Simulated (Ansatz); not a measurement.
Input for Ansatz (an electronic-structure program): U-CCSD(T)/cc-pV(T+d)Z on H2Si2 (SMILES [Si]=[SiH2]), 2S+1 = 3, a spin state set in the input, which need not be the lowest, at the other state's geometry. Files ending in .json are basis or fitting sets from the Basis Set Exchange.

Ansatz 0.2 input:
```yaml
crystal:
  periodic: [false, false, false]
  atoms:
    - {symbol: Si, position_ang: [1.22699665, -0.05796133, 0.01106256]}
    - {symbol: Si, position_ang: [-0.97029540, 0.04583518, -0.00874815]}
    - {symbol: H, position_ang: [-1.85504374, -1.14480497, -0.01103524]}
    - {symbol: H, position_ang: [-1.73877366, 1.31457106, -0.02136648]}
basis:
  gaussian:
    orbitals: cc-pV_T+d_Z.json
magnetization: {spin_polarized: true, initial_magnetization: 2}
correlation: {method: ccsd_t, electrons: outside_noble_gas}
scf: {omitted_lower_state_checks: [cluster_reference]}
```

The log:

```
WARN ansatz: RAYON_NUM_THREADS=2 ignored (pool sized by the plan → 2); use --threads N
Functional definition: HF
these checks for a lower state are left out or cut short: cluster_reference
integrals: 0.21 GiB planned
635 factors; integrals over basis functions are off by at most 8.9e-4 eV
mean field: 0.24 GiB planned
mean field evaluation 1: about -15753.2516 eV, gradient 7.7e0 eV
mean field evaluation 2: about -15753.2520 eV, gradient 7.7e0 eV
mean field evaluation 4: about -15754.1793 eV, gradient 7.8e-1 eV
mean field evaluation 8: about -15754.2008 eV, gradient 4.5e-3 eV
mean field evaluation 16: about -15753.3212 eV, gradient 4.8e0 eV
mean field -15754.20083940 eV, -578.9562022670 hartree, gradient 9.2e-6 eV, S^2 2.037421; 4 other end points of the search recorded, 0 dependent functions left out
10 core orbitals not correlated
reference -15754.20083940 eV, -578.9562022670 hartree; 6, 4 occupied and 90, 92 virtual orbitals, 635 factors
second order -5.00113148 eV of doubles, -0.00000000 eV of singles
coupled cluster: 0.46 GiB planned
cycle   1  -5.72338469 eV  change   -7.2e-1 eV  update   7.9e-2
cycle   2  -6.03009246 eV  change   -3.1e-1 eV  update   3.2e-2
cycle   3  -6.05492475 eV  change   -2.5e-2 eV  update   1.1e-2
cycle   4  -6.05387815 eV  change    1.0e-3 eV  update   4.4e-3
cycle   5  -6.05346622 eV  change    4.1e-4 eV  update   1.8e-3
cycle   6  -6.05350411 eV  change   -3.8e-5 eV  update   6.5e-4
cycle   7  -6.05369077 eV  change   -1.9e-4 eV  update   2.8e-4
cycle   8  -6.05375420 eV  change   -6.3e-5 eV  update   1.1e-4
cycle   9  -6.05371339 eV  change    4.1e-5 eV  update   4.9e-5
cycle  10  -6.05370532 eV  change    8.1e-6 eV  update   2.1e-5
cycle  11  -6.05370810 eV  change   -2.8e-6 eV  update   9.4e-6
perturbative correction -0.26366931 eV, -0.0096896683 hartree
Total energy: -15760.51821680 eV, -579.1883616045 hartree
Checks for a lower state left out: cluster_reference
```

The run converged.

Cost: about 6 core-seconds (a rough figure).
